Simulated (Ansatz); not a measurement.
Isolated molecules relaxed with PBE0-D4/def2-TZVP in Ansatz; ΔE leaves out vibrations. CCSD(T)/CBS adds triple-zeta CCSD(T) − MP2 to the extrapolated MP2 energy (def2 sets, frozen cores). This one scheme is used for every species. DFT in def2-TZVPP. B3LYP here is the variant with VWN-RPA as its local correlation; programs differ in this. For Ti outer-core shells are correlated without core-valence functions, which leaves a few kJ/mol of doubt a bond. Scalar relativity is left out up to krypton. One conformer a species, not always the lowest.

`[NH2][Ti]([OH])([F])[Cl]` + H₂O → `[OH][Ti]([OH])([F])[Cl]` + NH₃  (formal hydrolysis of a Ti–N bond)

**Question.** Is it downhill or uphill in electronic energy at CCSD(T)/CBS, and by how much? (An estimate is asked.)

**Answer.** Ansatz gave: Downhill: ΔE = -0.48 eV.

**Question.** What do these levels give: BLYP-D4, r2SCAN-D4, B3LYP, r2SCANh, CCSD/def2-SVP, HF/CBS(def2)? (Estimate.)

**Answer.** The calculation gave: BLYP-D4 -0.57, r2SCAN-D4 -0.59, B3LYP -0.58, r2SCANh -0.58, CCSD/def2-SVP -0.62, HF/CBS(def2) -0.60 eV.

Largest T1 diagnostic among the species: 0.024, so the coupled-cluster value is less sure than usual.

At CCSD(T), def2-SVP lies −0.14 eV from the extrapolated value and def2-TZVPP −0.04 eV. In def2-TZVPP, CCSD(T) changes the Hartree–Fock value by +0.08 eV (the triples alone add +0.01 eV) and MP2 by +0.09 eV.
